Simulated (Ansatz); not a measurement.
`C=C[Si](O)(O)C=C`. Total charge 0; spin multiplicity 1.

```xyz
15

C    -1.842    1.455   -1.139
C    -1.329    0.252   -0.892
Si    0.424   -0.005   -0.346
O     1.332    1.326   -0.685
O     0.917   -1.352   -1.153
C     0.608   -0.244    1.483
C     0.727   -1.442    2.049
H    -1.246    2.359   -1.043
H    -2.876    1.596   -1.443
H    -1.977   -0.616   -0.997
H     1.316    1.634   -1.592
H     1.798   -1.672   -0.952
H     0.597    0.633    2.129
H     0.735   -2.353    1.457
H     0.817   -1.572    3.124
```

(1) List the harmonic frequencies (cm⁻¹, unscaled) at PBE0-D4/def2-TZVP in Ansatz. (Best estimate.)

(2) Is this a minimum?

(3) Give the ideal-gas thermochemistry at 298.15 K and 1 bar (rigid rotor, harmonic oscillator; point group C2, symmetry number 2).

Results:

(1) The calculation gave: 71, 82, 164, 165, 171, 257, 285, 305, 311, 402, 445, 514, 572, 642, 726, 805, 877, 897, 932, 1005, 1006, 1010, 1026, 1052, 1053, 1290, 1293, 1442, 1443, 1671, 1674, 3129, 3129, 3146, 3146, 3211, 3211, 3912, 3913.

(2) Yes, all 39 modes are real.

(3) Zero-point energy 301.4 kJ/mol; H(298) − E = 329.2 kJ/mol; entropy 389.8 J/(mol·K), of which translation 168.2, rotation 112.5, vibration 109.2; G(298) − E = 213.0 kJ/mol. Modes under 100 cm⁻¹ are hindered rotations or soft bends, so the harmonic entropy is rough.
